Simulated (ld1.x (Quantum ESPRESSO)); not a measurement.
**B (Z = 5), TM: configuration errors across variants**

ld1.x (Quantum ESPRESSO) 7.5 input, shortened:

```
&input
   title='B', zed=5., rel=0, dft='PBE', iswitch=3,
   config='[He] 2s2 2p1 3d-2'
 /
 &inputp
   pseudotype=2, tm=.true., lloc=0,
   nlcc=.true., rcore=0.70
 /
3
2P  2  1   1.00   0.00  2.45  2.45  0.0
3D  3  2  -2.00   0.40  2.10  2.10  0.0
2S  1  0   2.00   0.00  1.60  1.60  0.0
 &test
   configts(1)='2s2 2p1'
 /
```

All-electron excitation energies from the reference (eV): (1) 2s2 2p0 8.222; (2) 2s1 2p0 33.637; (3) 2s2 2p0.5 2.888; (4) 2s2 2p1.3 -0.739; (5) 2s1 2p1 14.355; (6) 2s1 2p2 5.844; (7) 2s0 2p3 11.708.

2 further variants failed, have other tests or another functional or relativity, and are left out.

Errors AE − PS in meV (a dash: test not solved or not reliable):

| change | (1) | (2) | (3) | (4) | (5) | (6) | (7) | bound ghosts |
| --- | --- | --- | --- | --- | --- | --- | --- | --- |
| base | +43 | +147 | +5.6 | +0.4 | -20 | -5.5 | -22 | none |
| local potential all-electron potential smoothed inside 1.40 bohr (lloc = -1) | +44 | +150 | +5.7 | +0.4 | -20 | -5.5 | -22 | none |
| wave 3d channel at 0.4 Ry: rc 2.10 bohr becomes 3d channel at 0.4 Ry: rc 2.82 bohr | +43 | +147 | +5.6 | +0.4 | -20 | -5.5 | -22 | none |
| wave 3d channel at 0.4 Ry: rc 2.10 bohr becomes 3d channel at 0.17 Ry: rc 2.10 bohr | +43 | +147 | +5.6 | +0.4 | -20 | -5.5 | -22 | none |
| wave 2s (bound): rc 1.60 bohr becomes 2s (bound): rc 2.06 bohr | +56 | +152 | +7.9 | +0.8 | -26 | -7.3 | -29 | none |
| wave 2p (bound): rc 2.45 bohr becomes 2p (bound): rc 2.96 bohr | +83 | +264 | +11 | +0.9 | -46 | -18 | -74 | none |
| core correction a·sin(br)/r model core inside 1.80 bohr | +46 | +161 | +6.1 | +0.5 | -19 | +1.3 | -2.0 | none |
| wave 3d channel at 0.4 Ry: rc 2.10 bohr becomes 3d channel at 3.24 Ry: rc 2.10 bohr | +43 | +147 | +5.6 | +0.4 | -20 | -5.5 | -22 | none |
| wave 3d channel at 0.4 Ry: rc 2.10 bohr becomes 3d channel at 1.51 Ry: rc 2.10 bohr | +43 | +147 | +5.6 | +0.4 | -20 | -5.5 | -22 | none |

Q: Give the same row for: core correction a·sin(br)/r model core inside 2.00 bohr.

A: +46, +162, +6.1, +0.5, -19, +1.3, -2.0; bound ghosts: none.
